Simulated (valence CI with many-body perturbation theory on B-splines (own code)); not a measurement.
## Questions on Cd XXVI

Level of theory: valence CI with perturbative core correlation (CI+MBPT): five valence electrons over a frozen Dirac-Fock core [Ar], radial functions for each j: 7 s, 7 p, 8 d, 6 f, 4 g, 1 h, with the one-electron correlation potential Σ1 (screened to all orders), the two-electron term Σ2, the three-electron term Σ3, Breit, model QED; selected single and double excitations, second order for the rest, scaled by the run's own slope (own B-spline code, finite nucleus).

No measured levels were compared; by estimate terms of the open shell hold to 2 to 4 % of their energy, and close levels can change places. Among the levels kept, up to 580 cm⁻¹ of a level comes from second order outside the variational space, and about a tenth of that is noise between levels of different J, which matters for small intervals. Only levels of the ground parity were solved; by the run's estimate the other parity begins above the list, which can be wrong where configurations are misplaced.

Levels are named by their leading jj configuration (3d3/2^4 stands for four electrons in 3d with j = 3/2), which in mixed levels can hold well under half, so a name can repeat and another be missing.

Rates and lifetimes use the calculated energies. Strong lines usually hold to 10 to 20 %, long lifetimes can be off by a factor of two.

**Question.** What is the ground level?

**Answer.** (3d3/2^3 3d5/2^2) J=5/2, composition 80 % 3d⁵ ⁶S + 16 % 3d⁵ ⁴P, g = 1.905.

**Question.** What is the ionisation energy?

**Answer.** 1319.9 eV; NIST lists 1320 ± 4 eV (theoretical).

**Question.** How well does LS coupling describe the low levels?

**Answer.** Among the lowest 20 levels the leading LS term, summed over configurations, holds 56 % on average. For single configurations the figures are 56 % in LS and 69 % in jj coupling. Terms mix most in the J = 5/2 level at 85494 cm⁻¹, where the leading one holds 26 %.
